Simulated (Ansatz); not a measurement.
`CN[CH2][SnH3]` + `CCOC` → `CC[O][SnH3]` + `CCNC`  (formal exchange of groups at the Sn–C bond)

Gas-phase electronic energies from Ansatz, PBE0-D4/def2-TZVP geometries. CCSD(T)/CBS is the MP2 limit (def2-TZVPP, def2-QZVPP) plus CCSD(T) − MP2 in def2-TZVPP, frozen cores. DFT in def2-TZVPP. def2 core potentials past Kr. For Sn outer-core shells are correlated without core-valence functions, which leaves a few kJ/mol of doubt a bond. One conformer a species, not always the lowest.

(1) Is it downhill or uphill in electronic energy at CCSD(T)/CBS, and by how much? (Estimate.)

(2) What do these levels give: PBE-D4, r2SCAN-D4, PBE0-D4, ωB97M-V, B2PLYP, PBE, PBE0, MP2/def2-TZVPP, SCS-MP2/def2-TZVPP, CCSD/def2-TZVPP, HF/def2-QZVPP, SCS-MP2/def2-QZVPP? (Best estimate.)

Largest T1 diagnostic among the species: 0.013.

Results:

(1) Ansatz gave: Downhill: ΔE = -21.5 kcal/mol.

(2) The calculation gave: PBE-D4 -19.4, r2SCAN-D4 -21.1, PBE0-D4 -19.6, ωB97M-V -20.3, B2PLYP -21.1, PBE -19.4, PBE0 -19.6, MP2/def2-TZVPP -20.9, SCS-MP2/def2-TZVPP -21.1, CCSD/def2-TZVPP -20.3, HF/def2-QZVPP -22.3, SCS-MP2/def2-QZVPP -22.0 kcal/mol.

In def2-TZVPP, CCSD(T) changes the Hartree–Fock value by +1.7 kcal/mol (the triples alone add +0.1 kcal/mol) and MP2 by +1.0 kcal/mol.
